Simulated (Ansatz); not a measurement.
ClGaHS, SMILES `[SH][Ga][Cl]` radical at its PBE0-D4/def2-TZVP geometry, where that method's forces vanish. The species carries charge 0 and has multiplicity 2.

```xyz
4

S     0.1565   -0.5263    1.4865
Ga   -0.3173    1.1556    0.0958
Cl   -0.2143    0.7225   -2.0283
H     0.3750   -1.3518    0.4460
```

(1) What forces (eV/Å) does PBE-D4/def2-TZVPP give on these atoms in Ansatz 0.2.0? (Best estimate.)

## Answers

(1) Ansatz gave: 
```
S1   0.022 -0.068  0.416
Ga2 -0.072  0.264  0.098
Cl3  0.011 -0.049 -0.303
H4   0.039 -0.147 -0.210
```
